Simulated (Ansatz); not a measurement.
Geometry optimisation, RKS PBE-D4/def2-SVP (Ansatz 0.2.0).

Input file:

```yaml
crystal:
  periodic: [false, false, false]
  atoms:
    - { symbol: Si, position_ang: [0.289353, 0.502697, -0.25478] }
    - { symbol: H, position_ang: [0.035857, -0.122491, 2.333603] }
    - { symbol: O, position_ang: [1.558758, -0.128872, -1.127515] }
    - { symbol: H, position_ang: [1.553044, -1.09697, -1.217789] }
    - { symbol: O, position_ang: [-0.802428, 1.299679, -1.225373] }
    - { symbol: H, position_ang: [-1.65087, 0.842441, -1.352945] }
    - { symbol: H, position_ang: [-0.402691, -0.583408, 0.508477] }
    - { symbol: Cl, position_ang: [1.137254, 2.007518, 0.950187] }
    - { symbol: H, position_ang: [0.340124, 0.364005, 2.771034] }
basis:
  gaussian: { orbitals: def2-SVP }
hamiltonian:
  xc: pbe
  dispersion: d4
relax:
  f_tol: 0.03
  max_steps: 50
```

Command:

```bash
$ ansatz run input.yaml --threads 2 --pin off --max-ram 3072MiB --backend cpu --events-out ev --progress --plain --runs-dir out
```

**Question.** Where does it end, and by what steps?

**Answer.** The forces met the threshold. After 28 steps the energy has fallen by 0.478 eV; H2 moved furthest, 1.36 Å.

```
step  energy less start (eV)  largest force component (eV/Å)  accepted
   0                  0.0000                           1.361       yes
   1                 -0.1734                           0.184       yes
   2                 -0.2310                           0.184       yes
   3                 -0.2615                           0.105       yes
   4                 -0.2730                           0.063       yes
   5                 -0.2772                           0.469       yes
   6                 -0.2774                           0.506       yes
   7                 -0.2416                           1.275        no
   8                 -0.2925                           0.037       yes
   9                 -0.2967                           0.307       yes
  10                 -0.3047                           0.124       yes
  11                 -0.3201                           0.500       yes
  12                 -0.3491                           0.356       yes
  13                 -0.3103                           1.850        no
  14                 -0.3676                           0.269       yes
  15                 -0.3789                           0.304       yes
  16                 -0.3914                           0.337       yes
  17                 -0.3918                           0.324       yes
  18                 -0.2907                           1.501        no
  19                 -0.4004                           0.196       yes
  20                 -0.4036                           0.393       yes
  21                 -0.4049                           0.949       yes
  22                 -0.4473                           0.254       yes
  23                 -0.4542                           0.229       yes
  24                 -0.3274                           2.183        no
  25                 -0.4704                           0.137       yes
  26                 -0.4767                           0.072       yes
  27                 -0.4777                           0.059       yes
  28                 -0.4780                           0.021       yes
```

```xyz
9
Properties=species:S:1:pos:R:3
Si 0.188 0.176 -0.444
H 0.067 -0.045 3.695
O 1.437 -0.629 -1.178
H 1.850 -0.172 -1.933
O -0.881 0.717 -1.602
H -1.319 1.564 -1.403
H -0.387 -0.786 0.532
Cl 0.842 1.859 0.618
H 0.261 0.401 3.099
```

The run took 43 s on 2 threads of Arm Neoverse V1 (shared host), peak memory 0.13 GiB.
